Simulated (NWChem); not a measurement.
CH$_{5}$ClGe; SMILES [GeH2]([Cl])[CH3]

```xyz
8

Ge     0.4215     0.3880    -0.0004
C     -1.1357     1.5715    -0.0012
Cl    -0.3065    -1.6770     0.0000
H      1.2880     0.5550    -1.2766
H      1.2879     0.5554     1.2758
H     -1.7498     1.3886     0.9010
H     -0.8021     2.6285    -0.0047
H     -1.7524     1.3836    -0.9006
```
Atoms are numbered in this order, from 1.

Computed with NWChem. Geometry: optimised at PBE-D3(BJ)/def2-SVP. Field at 589 nm.

For level B3LYP/aug-cc-pVDZ:

| Quantity | Result |
|---|---|
| isotropic polarisability (bohr³) | 62.3 |
| anisotropy (bohr³) | 15.0 |

Problem. What are these values for level B3LYP/def2-SVP?

Solution. 
- isotropic polarisability (bohr³): 48.9
- anisotropy (bohr³): 12.1
